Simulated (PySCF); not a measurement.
Ti(Cl)2(OSiH3) (Cl2H3OSiTi), SMILES [SiH3][O][Ti+]([Cl])[Cl], charge +1, multiplicity 1. Heavy atoms are numbered as in [Ti+:1]([Cl:2])([Cl:3])[O:4][SiH3:5]. Hydrogens are named by the atom that carries them.

Geometry: PBE0-D3(BJ)/def2-SVP. The spin state was assumed, not searched. The isomer is the one that the SMILES or the coordinates give; other isomers of the formula were not compared. The values are those of a single conformer.

Method: PBE/pcSseg-1 (PySCF).

GIAO shieldings, no solvent; atoms alike by connectivity are averaged. δ = σ(ref) − σ: ³⁵Cl against HCl (σ = 936.5 ppm); ¹⁷O against H2O (σ = 334.3 ppm); ²⁹Si against TMS (σ = 335.4 ppm); ¹H against TMS (σ = 31.49 ppm), references at their B3LYP-D3(BJ)/def2-TZVP geometries, non-relativistic (without spin–orbit terms, shifts of atoms bonded to Cl or Br come out too high).

```csv
atoms,nucleus,count,δ (ppm)
Cl2,³⁵Cl,2,[?]
O4,¹⁷O,1,[?]
Si5 (SiH3),²⁹Si,1,46.1
H on Si5,¹H,3,6.28
```

Task: Complete the blanks. (An estimate is asked for; the answer gives what the named calculation found.)

Result: 
- O4, δ (ppm): 629.4
- Cl2, δ (ppm): 1225.4
